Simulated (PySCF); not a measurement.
Screening by computed properties: pick the candidate that meets the target.

Each SMILES stands for a single optimised conformer of the isolated species, non-relativistic unless stated. Electronic properties by PySCF.

The conformers computed, where there is a choice (atom-mapped SMILES and torsion angles):
- `[CH2:1]=[CH:2][C@@H:3]([CH3:4])[C@@H:5]([F:6])[C:7](=[O:8])[F:9]`: C1–C2–C3–C4 121°, C2–C3–C5–F6 -64°, C3–C5–C7–O8 -111°
- `[CH3:1]/[CH:2]=[CH:3]/[P@@:4]([CH3:5])(=[O:6])[P:7]([CH3:8])[CH3:9]`: C2–C3–P4–C5 -128°, C3–P4–P7–C8 -175°
- `[CH3:1][SiH2:2][Si@@H:3]([SiH3:4])[SiH2:5][CH:6]=[O:7]`: C1–Si2–Si3–Si4 -48°, Si2–Si3–Si5–C6 -82°, Si3–Si5–C6–O7 0°
- `[CH2:1]=[CH:2][c:3]1[cH:4][cH:5][p:6][c:7]([C:8]([F:9])([F:10])[F:11])[p:12]1`: C1–C2–C3–C4 -3°, P6–C7–C8–F9 84°
- `[CH:1]#[C:2][c:3]1[cH:4][cH:5][c:6]([S:7](=[O:8])(=[O:9])[Cl:10])[s:11]1`: C5–C6–S7–O8 23°

The conformers of `C/C(=C\F)[C@H]1CCO[SiH2]O1` aren't listed.

(1) Wanted: smallest rotational constant between 0.7 GHz and 1 GHz (GFN2-xTB) and dipole moment below 2 D (PBE0/pcSseg-1), at GFN2-xTB geometries. Which candidate meets both?
A. `C[SiH2][Si@@H]([SiH3])[SiH2]C=O`
B. `C/C=C/[P@@](C)(=O)P(C)C`
C. `C=C[C@@H](C)[C@@H](F)C(=O)F`
D. `C=Cc1ccpc(C(F)(F)F)p1`

(2) Wanted: HOMO–LUMO gap between 5.2 eV and 6 eV (PBE0/pcSseg-1) and HOMO energy below -7.1 eV (PBE0/pcSseg-1), at GFN2-xTB geometries. Which candidate meets both?
A. `C[SiH2][Si@@H]([SiH3])[SiH2]C=O`
B. `C#Cc1ccc(S(=O)(=O)Cl)s1`
C. `C=C[C@@H](C)[C@@H](F)C(=O)F`
D. `C/C(=C\F)[C@H]1CCO[SiH2]O1`
E. `C/C=C/[P@@](C)(=O)P(C)C`

Answers

(1) A. Computed values:
| species | smallest rotational constant | dipole moment |
| --- | --- | --- |
| C=Cc1ccpc(C(F)(F)F)p1 | 0.380 GHz | 4.60 D |
| C/C=C/[P@@](C)(=O)P(C)C | 0.649 GHz | 2.31 D |
| C[SiH2][Si@@H]([SiH3])[SiH2]C=O | 0.760 GHz | 1.62 D |
| C=C[C@@H](C)[C@@H](F)C(=O)F | 1.100 GHz | 3.19 D |

(2) A. Computed values:
```csv
species,HOMO–LUMO gap,HOMO energy
C#Cc1ccc(S(=O)(=O)Cl)s1,4.92 eV,-7.58 eV
C[SiH2][Si@@H]([SiH3])[SiH2]C=O,5.52 eV,-7.15 eV
C/C=C/[P@@](C)(=O)P(C)C,6.19 eV,-6.63 eV
C=C[C@@H](C)[C@@H](F)C(=O)F,7.36 eV,-8.02 eV
C/C(=C\F)[C@H]1CCO[SiH2]O1,7.59 eV,-7.02 eV
```
